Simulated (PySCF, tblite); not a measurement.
Isomers of C2H9NOSi3. All values are computed: GFN2-xTB (tblite) harmonic vibrations without scaling, gas phase. Against measured fundamentals such values can be off by several per cent, at times by over 20. Modes of hydrogen on silicon can be 10 to 20 % off. One conformer each.

Electronic energies: PBE0/pcSseg-1 single points on the GFN2-xTB geometries (PySCF, gas phase).

| SMILES | electronic energy, lowest = 0 (kcal/mol) |
| --- | --- |
| [SiH3]O[Si@@H]1C=C[SiH2]N1 | 0.0 |
| C#C[Si@H]([SiH3])O[SiH2]N | 50.2 |
| N#CCO[SiH]([SiH3])[SiH3] | 84.7 |

Q: How do GFN2-xTB zero-point energies change the relative energies?

A: 
```json
{"SMILES": "[SiH3]O[Si@@H]1C=C[SiH2]N1", "ZPE (kcal/mol)": "63.1", "of it from modes above 1550 cm⁻¹": "35.2", "electronic (kcal/mol)": "0.0", "with ZPE, lowest = 0 (kcal/mol)": "0.0", "lowest mode (cm⁻¹)": "7", "rings": "1"}
{"SMILES": "C#C[Si@H]([SiH3])O[SiH2]N", "ZPE (kcal/mol)": "60.8", "of it from modes above 1550 cm⁻¹": "36.9", "electronic (kcal/mol)": "50.2", "with ZPE, lowest = 0 (kcal/mol)": "48.0", "lowest mode (cm⁻¹)": "13", "rings": "0"}
{"SMILES": "N#CCO[SiH]([SiH3])[SiH3]", "ZPE (kcal/mol)": "59.9", "of it from modes above 1550 cm⁻¹": "33.6", "electronic (kcal/mol)": "84.7", "with ZPE, lowest = 0 (kcal/mol)": "81.5", "lowest mode (cm⁻¹)": "17", "rings": "0"}
```

The zero-point energies span 3.2 kcal/mol, from `N#CCO[SiH]([SiH3])[SiH3]` to `[SiH3]O[Si@@H]1C=C[SiH2]N1`. The order is unchanged.

Q: And how do the electronic energies of GFN2-xTB itself compare?

A: `[SiH3]O[Si@@H]1C=C[SiH2]N1` 0.0; `C#C[Si@H]([SiH3])O[SiH2]N` 47.6; `N#CCO[SiH]([SiH3])[SiH3]` 85.5 kcal/mol, lowest = 0. Against the energies above, taken from the same isomer `[SiH3]O[Si@@H]1C=C[SiH2]N1`, the largest difference is 2.6 kcal/mol.
